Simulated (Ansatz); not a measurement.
Si(vinyl)3Br (C6H9BrSi), relaxed as a singlet with RKS r2SCAN-D4/def2-SVP in Ansatz, starting from the GFN2-xTB geometry. Force threshold 0.02 eV/Å.

Start:

```tsv
atom	x (Å)	y (Å)	z (Å)
Si1	0.000	-0.016	0.008
C2	0.880	-0.077	-1.658
C3	1.620	-1.081	-2.099
H4	0.756	0.796	-2.288
H5	1.778	-1.975	-1.517
H6	2.102	-1.061	-3.064
C7	-1.868	0.113	-0.201
C8	-2.750	-0.789	0.199
H9	-2.227	1.012	-0.690
H10	-2.453	-1.701	0.692
H11	-3.812	-0.660	0.055
C12	0.663	1.388	1.076
C13	1.277	1.245	2.240
H14	0.516	2.387	0.684
H15	1.449	0.275	2.680
H16	1.634	2.088	2.811
Br17	0.434	-1.943	1.072
```

```
        step  energy (eV)  largest force component (eV/Å)  SCF passes
           1  -84272.0263                           1.175          19
           2  -84272.1159                           0.386          20
           3  -84272.1220                           0.147          21
           4  -84272.1226                           0.158          22
5 (rejected)  -84272.1214                           0.149          20
           6  -84272.1258                           0.002          21
```

Force components are those of the run's own axes.

End:

```xyz
17

Si    0.017   -0.072    0.040
C     0.868   -0.086   -1.624
C     1.621   -1.077   -2.122
H     0.726    0.815   -2.243
H     1.801   -2.000   -1.558
H     2.087   -1.008   -3.112
C    -1.829    0.098   -0.195
C    -2.763   -0.781    0.197
H    -2.166    1.014   -0.706
H    -2.496   -1.712    0.711
H    -3.832   -0.607    0.021
C     0.656    1.353    1.066
C     1.276    1.262    2.252
H     0.500    2.358    0.643
H     1.462    0.293    2.730
H     1.621    2.151    2.794
Br    0.451   -2.002    1.106
```

By distances, no bond broke or formed. The bond that changes most is C2–H4, from 1.08 to 1.10 Å (atoms count from 1).

No frequencies were taken in this run, so the end may be a saddle point.

It took 13 s on 2 threads of AMD EPYC 7R13 on a shared host and a share (18 GiB) of an NVIDIA H100 80GB HBM3, peak host memory 0.87 GiB.
